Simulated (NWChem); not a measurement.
Basis-set dependence for C2HCl2

```
C
C 1 1.3199
H 1 1.0965 2 123.04
Cl 2 1.6647 1 134.28 3 0.00
Cl 1 1.7253 3 114.55 2 180.00
```
Charge 0, spin multiplicity 2.

All runs are NWChem calculations. All single points use one geometry, from UPBE0/def2-SVP, a minimum by its harmonic frequencies.

Hartree-Fock energies in Ha, correlation energies in mHa.

The correlated methods keep 12 core orbitals frozen. The structure started from a generated list of species. The unpaired electrons of the parent sit in orbitals of symmetry a' (Cs labels of the run); other states weren't searched. No SCF solution was tested for a lower state. Open-shell Hartree-Fock references start from PBE0 orbitals. Coupled-cluster values serve here as a point of comparison, not as the truth.

```csv
basis,functions,UHF,CCSD on ROHF,CCSD[T] on ROHF,CCSD(T) on ROHF
STO-3G,29,-984.43327,-158.3,-161.2,-160.8
def2-SVP,69,-994.86941,-546.2,-565.4,-564.4
def2-TZVP,142,-995.27638,not run,not run,not run
```
